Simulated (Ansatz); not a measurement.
Molecule: CCrO, charge 0, multiplicity 7. The spin state was set by rule; other spins were not relaxed. SMILES: [O+]#[C-]->[Cr]
Structure (B3LYP-D3(BJ)/def2-TZVP (Ansatz, a quantum-chemistry and plane-wave program) minimum search):
```xyz
3

Cr    -0.6029    -0.5664    -0.5920
O      1.4564     0.9976     1.2596
C      0.4698     0.9354     0.6885
```
Charge 0, spin multiplicity 7.

Computed values are from Ansatz. Correlated levels leave the core frozen unless marked. Open shells are spin-unrestricted. Spin-orbit coupling is left out. The frozen core is the preceding noble-gas configuration, with the filled d and f shells of earlier blocks. No relativistic terms. CBS(X,Y): correlation extrapolated as X^-3; Hartree-Fock from the larger set. The bracket is a focal-point correction in the basis named.

Q: What is the dipole moment at CCSD(T)/def2-SVPD?

A: 1.69 D.

Q: What is the T1 diagnostic at CCSD/def2-QZVPP?

A: 0.028.

Q: What is the vertical ionisation energy (to the sextet) at RI-MP2/CBS(def2-TZVPPD,def2-QZVPPD)+[CCSD(T)-MP2]/def2-TZVPPD?

A: 5.89 eV.

Q: What is the total energy at CCSD(T)/CBS(def2-TZVPP,def2-QZVPP)?

A: -1156.6761 Eh.

Q: What is the atomisation energy De at CCSD(T)/CBS(def2-TZVPP,def2-QZVPP)?

A: 1084.3 kJ/mol.
